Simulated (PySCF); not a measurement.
disiloxane (H₆OSi₂), SMILES [SiH3]O[SiH3].

The structure is a stationary point at PBE0-D3(BJ)/def2-SVP.

Computed with PySCF 2.14.0 with PBE0-D3(BJ)/def2-SVP.

Frequencies are harmonic and unscaled.

```
mode  ν (cm⁻¹)  IR (km/mol)  Raman (Å⁴/amu)  depolarisation  moving atoms (share of kinetic energy)
----  --------  -----------  --------------  --------------  --------------------------------------
1           36          1.9             0.2            0.75                  O 50 %, H 41 %, Si 9 %
2           71          0.0             0.0               –                                 H 100 %
3           90          1.1             0.2            0.14                 O 52 %, Si 27 %, H 21 %
4          599          0.5            15.9            0.33                 Si 71 %, H 17 %, O 12 %
5          705          0.0            23.5            0.75                         H 90 %, Si 10 %
6          719          3.1            15.5            0.75                         H 89 %, Si 11 %
7          750        112.6             1.1            0.75                  H 79 %, O 13 %, Si 8 %
8          753        105.6             5.2            0.48                  H 76 %, O 15 %, Si 8 %
9          946          0.0            35.3            0.75                                  H 96 %
10         948          7.7             8.8            0.75                                  H 96 %
11         951        160.7            16.0            0.75                                  H 96 %
12         955        146.1            36.2            0.74                                  H 95 %
13         957        792.8             6.6            0.75                         H 86 %, Si 13 %
14        1023         24.4            27.1            0.73                         H 88 %, Si 12 %
15        1122        363.9             1.4            0.75                  O 76 %, Si 16 %, H 8 %
16        2227         58.2            13.5            0.75                                  H 98 %
17        2228          0.0            35.7            0.75                                  H 96 %
18        2233        298.0           108.5            0.75                                  H 96 %
19        2237        147.0           301.6            0.07                                  H 97 %
20        2257         87.9            96.9            0.75                                  H 97 %
21        2262        124.5           228.2            0.07                                  H 97 %
```
